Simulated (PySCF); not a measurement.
GeHCl, SMILES [Cl][GeH] (connectivity only; charge and spin as stated), neutral, multiplicity 1. Heavy atoms are numbered as in [GeH:1][Cl:3]. Hydrogens are named by the atom that carries them.

Geometry optimised at ωB97X-D3(BJ)/def2-TZVP.

The numbers are results of CAM-B3LYP/def2-TZVPD run with PySCF, not measurements.

Mulliken values depend strongly on the basis, most of all with diffuse functions as here. ESP charges are fitted to the potential on shells at 1.4 to 2.0 van der Waals radii. Atomic charges (e), one atom of each kind:

```csv
atom,Mulliken,IAO,ESP fit
Ge1 (GeH),0.33,0.43,0.23
H on Ge1,-0.02,-0.12,-0.04
Cl3,-0.31,-0.31,-0.18
```
